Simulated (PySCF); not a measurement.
**Spin-rotation constants: `C=C=C(C)CCF`, C6H9F**

Molfile (atoms numbered from 1):
```
C6H9F
     RDKit          3D

 16 15  0  0  0  0  0  0  0  0999 V2000
    0.5704    2.7043    0.1564 C   0  0  0  0  0  0  0  0  0  0  0  0
    0.5198    1.4106    0.1413 C   0  0  0  0  0  0  0  0  0  0  0  0
    0.4739    0.1110    0.1375 C   0  0  0  0  0  0  0  0  0  0  0  0
    1.5212   -0.7294   -0.5361 C   0  0  0  0  0  0  0  0  0  0  0  0
   -0.6667   -0.6278    0.7994 C   0  0  0  0  0  0  0  0  0  0  0  0
   -1.7046   -1.1162   -0.2102 C   0  0  0  0  0  0  0  0  0  0  0  0
   -1.2369   -2.1940   -0.9245 F   0  0  0  0  0  0  0  0  0  0  0  0
    1.0787    3.2452    0.9398 H   0  0  0  0  0  0  0  0  0  0  0  0
    0.1111    3.3032   -0.6150 H   0  0  0  0  0  0  0  0  0  0  0  0
    2.2569   -0.1031   -1.0334 H   0  0  0  0  0  0  0  0  0  0  0  0
    2.0277   -1.3529    0.2005 H   0  0  0  0  0  0  0  0  0  0  0  0
    1.0592   -1.3869   -1.2700 H   0  0  0  0  0  0  0  0  0  0  0  0
   -0.2791   -1.4924    1.3431 H   0  0  0  0  0  0  0  0  0  0  0  0
   -1.1753    0.0325    1.5034 H   0  0  0  0  0  0  0  0  0  0  0  0
   -2.6138   -1.4577    0.2961 H   0  0  0  0  0  0  0  0  0  0  0  0
   -1.9501   -0.3375   -0.9397 H   0  0  0  0  0  0  0  0  0  0  0  0
  1  2  2  0
  2  3  2  0
  3  4  1  0
  3  5  1  0
  5  6  1  0
  6  7  1  0
  1  8  1  0
  1  9  1  0
  4 10  1  0
  4 11  1  0
  4 12  1  0
  5 13  1  0
  5 14  1  0
  6 15  1  0
  6 16  1  0
M  END
```

Level of theory: GIAO KT3/pcSseg-1 magnetisability, rotational g tensor and spin-rotation constants, non-relativistic, gas phase (PySCF 2.14.0). Geometry: GFN2-xTB.

Question: Give the nuclear spin-rotation constants along the inertial axes (H = +C I·J) beside the isotropic shieldings.

Answer: Rotational constants 4.7325, 1.4927, 1.2795 GHz. A star marks the isotopologue with that one atom substituted, in its own axes.
| atom | isotope | Caa (kHz) | Cbb (kHz) | Ccc (kHz) | mean (kHz) | σ (ppm) |
| --- | --- | --- | --- | --- | --- | --- |
| F7 | 19F | 1.614 | 1.063 | 0.466 | 1.048 | 391.1 |
| H8 | 1H | 0.024 | -0.159 | -0.045 | -0.060 | 27.0 |
| H9 | 1H | -0.452 | -0.116 | 0.046 | -0.174 | 27.1 |
| H10 | 1H | -0.164 | -0.095 | -0.107 | -0.122 | 29.9 |
| H11 | 1H | -0.509 | -0.106 | -0.005 | -0.207 | 29.9 |
| H12 | 1H | -0.058 | -0.145 | -0.082 | -0.095 | 29.4 |
| H13 | 1H | -0.383 | -0.113 | -0.026 | -0.174 | 29.4 |
| H14 | 1H | -0.400 | -0.011 | -0.113 | -0.174 | 29.5 |
| H15 | 1H | -0.184 | -0.027 | -0.087 | -0.099 | 26.6 |
| H16 | 1H | -0.342 | -0.141 | 0.045 | -0.146 | 27.0 |
| C1 | 13C* | 1.048 | 0.226 | 0.373 | 0.549 | 115.5 |
| C2 | 13C* | 2.015 | 0.606 | 0.574 | 1.065 | -17.5 |
| C3 | 13C* | 1.268 | 0.546 | 0.227 | 0.680 | 85.4 |
| C4 | 13C* | 0.749 | 0.209 | 0.206 | 0.388 | 161.3 |
| C5 | 13C* | 0.848 | 0.264 | 0.243 | 0.452 | 142.8 |
| C6 | 13C* | 1.180 | 0.342 | 0.361 | 0.627 | 94.4 |

For the geometry as given, no vibrational averaging.

Question: How do the rotational constants and the g tensor change when H8, H9, H10, H11, H12, H13, H14, H15, H16 are replaced by deuterium?

Answer: Constants 3.6527, 1.3304, 1.1244 GHz; g -0.0203, -0.0077, -0.0084, against -0.0260, -0.0086, -0.0096 before.
